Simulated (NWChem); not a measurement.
Species: BaCl2 anion, doublet; SMILES of the neutral closed-shell parent [Cl][Ba][Cl]

```xyz
3

Ba     0.0000     0.0000     0.0000
Cl     0.0000     0.0000     2.9381
Cl     0.0000     0.0000    -2.9381
```
Atoms are numbered in this order, from 1.

This is a stationary point of B3LYP/def2-SVPD with def2 effective core potentials on Ba, spin-unrestricted (NWChem), point group D*h. This spin state was assumed; another may lie lower. The highest occupied level is positive, so the extra electron may be held by the finite basis. def2 effective core potentials on Ba; no spin-orbit coupling.

### Question
Is it a minimum? If not, what does it relax to?

### Answer
No. It has an imaginary frequency of 36i cm⁻¹. Following that mode (on a finer grid) lowers the energy by 2.1 kcal/mol and ends, with real frequencies alone, at point group C2v:
```xyz
3

Ba     0.7349     0.0000     0.0000
Cl    -0.5634     0.0000     2.6007
Cl    -0.5634     0.0000    -2.6007
```
